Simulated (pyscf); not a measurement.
**F–MoH(F)(F)(F)–F, singlet**

Gas-phase minimum from PySCF at ωB97X-D3(BJ)/def2-SVP, one conformer. 

```xyz
7

F     -1.9106    -0.6897    -1.6308
Mo    -0.6545     0.6310    -1.5270
F     -0.5088     2.0128    -0.3320
F      1.1485     0.5045    -1.2214
F     -1.9443     1.7337    -2.2078
F     -0.1220     0.0804    -3.1865
H     -0.6193    -0.1799    -0.0945
```
Charge 0, spin multiplicity 1.

Bonded distances (Å): F1–Mo2 1.826, Mo2–F3 1.833, Mo2–F4 1.833, Mo2–F5 1.828, Mo2–F6 1.828, Mo2–H7 1.647. Bond angles (°): F1–Mo2–F3 129.6, F1–Mo2–F4 129.5, F1–Mo2–F5 86.0, F1–Mo2–F6 86.0, F1–Mo2–H7 73.0, F3–Mo2–F4 82.3, F3–Mo2–F5 81.0, F3–Mo2–F6 142.8, F3–Mo2–H7 78.6, F4–Mo2–F5 142.9, F4–Mo2–F6 81.0, F4–Mo2–H7 78.5, F5–Mo2–F6 92.8, F5–Mo2–H7 129.5 (the first ones only).

Properties at ωB97X-D3(BJ)/def2-SVP:

```
Item                                                                                                                                                                                            Result
---------------------------------------------------------------------------------------------------------------------  -------------------------------------------------------------------------------
Harmonic wavenumbers, unscaled                                                                                         83, 213, 233, 275, 296, 332, 380, 600, 667, 737, 743, 759, 876, 1083, 2125 cm⁻¹
Zero-point energy                                                                                                                                                                        13.4 kcal/mol
Rotational symmetry number                                                                                                                                                                           1
Entropy of this conformer at 298 K and 1 atm, rigid rotor and harmonic oscillator, modes under 100 cm⁻¹ raised to 100                                                                  349.8 J/(mol K)
Dipole moment                                                                                                                                                                                   1.01 D
```

Single-point totals, which compare only within one level:

| level | total energy (hartree) |
|---|---|
| ωB97X-D3(BJ)/def2-TZVP | -568.42427 |
| PBE/def2-TZVP | -567.99303 |
| r²SCAN/def2-TZVP | -568.26270 |
| B3LYP-D3(BJ)/def2-TZVP | -568.43089 |
| PBE0-D3(BJ)/def2-TZVP | -567.90467 |
| M06-2X/def2-TZVP | -568.06366 |
| ωB97M-D3(BJ)/def2-TZVP | -568.41208 |

Elements past Kr carry the def2 core potentials, without spin-orbit coupling.
